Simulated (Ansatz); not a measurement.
System: dichloro-bis(sulfanyl)silane, sum formula SiH2S2Cl2, net charge 0, singlet state. 
Coordinates optimised at B3LYP-D3(BJ)/def2-TZVP (Ansatz, a program for electronic structure):
```xyz
7

S      1.8872     0.0742    -0.9528
Si    -0.0040     0.0035     0.0024
S     -1.1892    -1.4799    -0.9477
Cl     0.1202    -0.4107     2.0125
Cl    -0.7777     1.8926    -0.1880
H      2.1641    -1.2148    -0.6822
H     -2.0997    -1.5372     0.0415
```

Quantity: vertical triplet-singlet gap (E(triplet) - E(singlet); each state is the SCF solution reached for its spin), in kcal/mol. Valence correlation only, unless marked. Open shells are spin-unrestricted. Spin-orbit coupling is left out. Non-relativistic. Basis-set limits of correlation are two-point, X^-3; Hartree-Fock from the larger set. The bracket is a focal-point correction in the basis named.

RI-MP2/CBS(aug-cc-pV(T+d)Z,aug-cc-pV(Q+d)Z)+[CCSD(T)-MP2]/aug-cc-pV(T+d)Z (Ansatz) gives 135.4 kcal/mol.

Task: Another calculation gave 124.1 kcal/mol. Which level was it?
A) r2SCAN/def2-TZVPD (Ansatz)
B) wB97M-V/def2-TZVPD (Ansatz)
C) PBE/def2-TZVPD (Ansatz)
D) CAM-B3LYP/def2-TZVPD (Ansatz)

Result: A, r2SCAN/def2-TZVPD (Ansatz). The others give 129.7 (CAM-B3LYP), 117.4 (PBE), 133.5 (wB97M-V) kcal/mol.
